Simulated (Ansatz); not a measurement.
Abridged output of a molecular run in Ansatz:

```
Functional definition: HF
1645 factors; integrals over basis functions are off by at most 1.0e-3 eV
mean field evaluation 1: about -33355.9441 eV, gradient 2.9e1 eV
mean field evaluation 2: about -33356.2734 eV, gradient 2.9e1 eV
mean field evaluation 4: about -33358.9705 eV, gradient 3.8e0 eV
mean field evaluation 8: about -33359.0272 eV, gradient 2.5e-1 eV
mean field -33359.02753704 eV, -1225.9216504252 hartree, gradient 2.2e-6 eV, S^2 0.000000; 0 other end points of the search recorded, 0 dependent functions left out
17 core orbitals not correlated: weight in the atoms' cores, before any rotation towards them, 1.000 or more for the frozen orbitals, at most 0.000 for the correlated occupied ones
reference -33359.02753704 eV, -1225.9216504252 hartree; 16, 16 occupied and 253, 253 virtual orbitals, 1645 factors
second order -22.91169219 eV of doubles, -0.00000000 eV of singles
cycle   1  -24.06022403 eV  change    -1.1e0 eV  update   9.9e-2
cycle   2  -24.65485029 eV  change   -5.9e-1 eV  update   2.8e-2
cycle   3  -24.74394967 eV  change   -8.9e-2 eV  update   1.2e-2
cycle   4  -24.73681279 eV  change    7.1e-3 eV  update   2.7e-3
cycle   5  -24.73627109 eV  change    5.4e-4 eV  update   1.1e-3
cycle   6  -24.73619289 eV  change    7.8e-5 eV  update   3.1e-4
cycle   7  -24.73609759 eV  change    9.5e-5 eV  update   1.2e-4
cycle   8  -24.73610992 eV  change   -1.2e-5 eV  update   4.3e-5
cycle   9  -24.73611242 eV  change   -2.5e-6 eV  update   1.5e-5
perturbative correction -1.05355793 eV, -0.0387175397 hartree
Total energy: -33384.81720739 eV, -1226.8694033298 hartree
```

Its atoms:

Cartesian coordinates in Å:
```
C -0.596 1.397 0.688
C -1.170 0.092 0.181
S -0.506 -0.433 -1.441
Si 1.391 -1.168 -0.892
Cl 1.248 -2.727 0.450
H -1.076 1.676 1.631
H -0.758 2.202 -0.031
H 0.478 1.319 0.870
H -2.245 0.176 0.011
H -1.021 -0.723 0.892
H 2.238 -0.156 -0.221
H 2.016 -1.656 -2.140
```

(1) Which basis set was used?
A. cc-pV(Q+d)Z
B. cc-pV(D+d)Z
C. def2-TZVPP
D. def2-SVP

(2) Write the keys of the input that set method, charge and spin (a neutral closed shell needs none for the last two).

Results:

(1) C. It gives 286 functions.

(2) 
```yaml
correlation: {method: ccsd_t}
```
